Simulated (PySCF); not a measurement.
Identify the unknown among the candidates.

All candidates are C2H10O2S2Si3.

| technique | computed result |
| --- | --- |
| NMR, other nuclei | isotropic shieldings of nuclei other than C and H, by class: 274 (1 O), 276 (1 O), 372 (1 Si), 389 (1 Si), 401 (1 Si), 597 (2 S) ppm [GIAO PBE0/pcSseg-1] |
| 1H NMR | chemical shifts (computed TMS as zero) by class: 5.27 (3 H), 4.25 (1 H), 4.17 (1 H), 2.46 (2 H), 2.11 (1 H), 1.85 (2 H) ppm [GIAO PBE0/pcSseg-1] |
| Dipole | 1.44 D [PBE0/pcSseg-1] |
| 13C NMR | chemical shifts (computed TMS as zero) by class: 11.9 (2 C) ppm [GIAO PBE0/pcSseg-1] |
| Rotational structure | rotational constants A, B, C: 0.940, 0.582, 0.558 GHz [GFN2-xTB] |

The electronic properties come from PySCF, for the isolated species, density fitting. Levels stand in brackets. The structure is a single GFN2-xTB conformer in the gas phase; no vibrational or solvent corrections. Each NMR value is the plain mean over a class of atoms that symmetry, rotation or inversion makes alike.

Question: Which candidate is it?
A. `O[Si]1(O[SiH3])SC[SiH2]CS1`
B. `O[Si@@]1(O[SiH3])[SiH2]SCCS1`
C. `O[SiH2][Si]1(O[SiH3])SCCS1`

Answer: A. It is `O[Si]1(O[SiH3])SC[SiH2]CS1`. Numbering: `[OH:1][Si:2]1([O:3][SiH3:4])[S:5][CH2:6][SiH2:7][CH2:8][S:9]1`. Its formula, C2H10O2S2Si3, gives 1 degree of unsaturation: 1 ring and 0 π bonds in the structure found. 2 carbons fall into 1 class: ring sp3 carbon bound to sulfur [C6/C8] (11.9 ppm, 2 C). Hydrogen classes from least to most shielded: 3 H on an oxygen-bound silicon, Si4 (5.27 ppm), 1 H on an SiH2 silicon, Si7 (4.25 ppm), 1 H on an SiH2 silicon, Si7 (4.17 ppm), 2 H on 2 like atoms (sp3 carbon bound to sulfur), C6/C8 (2.46 ppm), 1 H on a silanol oxygen, O1 (2.11 ppm), 2 H on 2 like atoms (sp3 carbon bound to sulfur), C6/C8 (1.85 ppm). The other shieldings belong to: 274 ppm, silanol oxygen [O1]; 276 ppm, siloxane oxygen [O3]; 372 ppm, oxygen-bound silicon [Si2]; 389 ppm, oxygen-bound silicon [Si4]; 401 ppm, SiH2 silicon [Si7]; 597 ppm, sulfur bonded to C and Si [S5/S9]. The optimised geometry has point group C1 and is an asymmetric top.

The others, at the same levels:
- `O[SiH2][Si]1(O[SiH3])SCCS1` fails: its computed 13C shifts are 41.6 (2 C) ppm, 1H shifts are 5.44 (2 H), 5.24 (3 H), 2.97 (2 H), 2.76 (2 H), 0.66 (1 H) ppm and smallest rotational constant is 0.482 GHz (against 0.558 GHz).
- `O[Si@@]1(O[SiH3])[SiH2]SCCS1` fails: it has 2 carbon classes against 1; its computed 13C shifts are 37.0 (1 C), 36.9 (1 C) ppm, 1H shifts are 5.31 (3 H), 4.97 (1 H), 4.49 (1 H), 3.11 (1 H), 2.98 (1 H), 2.91 (1 H), 2.73 (1 H), 2.51 (1 H) ppm and rotational constant A is 0.853 GHz (against 0.940 GHz).
